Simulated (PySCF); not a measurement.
# Excitation energy of Be by level of theory

Be [He] 2s2 (1S) → Be [He] 2p2 (3P), as a difference of total energies. Computed with PySCF 2.14 in aug-cc-pCVTZ-DK with one added diffuse shell each of s, p, d, f type (8s7p5d3f, 75 functions), with scalar relativity by spin-free X2C-1e. Correlated levels: valence and next inner shell: nothing frozen. The calculations carry no spin-orbit coupling.

**Question.** Order these methods by the excitation energy they give, lowest first.
A. MP2 (valence and next inner shell)
B. UHF
C. CCSD(T) (valence and next inner shell)
D. SCS-MP2 (valence and next inner shell)

**Answer.** B (6.449 eV), A (7.068 eV), D (7.349 eV), C (7.430 eV).

Errors of the correlated levels include the incompleteness of this basis.

For comparison: 7.401 eV (measured; NIST levels, between the centres of gravity of the two terms).
